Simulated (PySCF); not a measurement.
Computed shifts of a molecule C4H7NSi, PBE/pcSseg-1 (PySCF), GIAO, gas phase, atoms alike by connectivity averaged where their shifts nearly agree, in ppm (number of nuclei): ¹³C: 146.0 (1), 140.7 (1), 123.3 (1), 31.6 (1). ¹⁵N: 328.0 (1). ²⁹Si: -82.7 (1). ¹H: 6.79 (1), 4.55 (3), 2.42 (3). References: ¹³C against TMS (σ = 182.0 ppm); ¹⁵N against NH3 (σ = 267.0 ppm); ²⁹Si against TMS (σ = 335.4 ppm); ¹H against TMS (σ = 31.49 ppm), references at their B3LYP-D3(BJ)/def2-TZVP geometries, non-relativistic. Geometry: B3LYP-D3(BJ)/def2-SVP. A frequency run showed that this geometry is not a minimum. The values are those of a single conformer.

Problem. Which structure fits?
A) [SiH3]C1=NC=CC1
B) C=C=C/N=C/[SiH3]
C) C#CC(=C)[SiH2]N
D) C/C(C#N)=C/[SiH3]

Solution. D, C/C(C#N)=C/[SiH3]
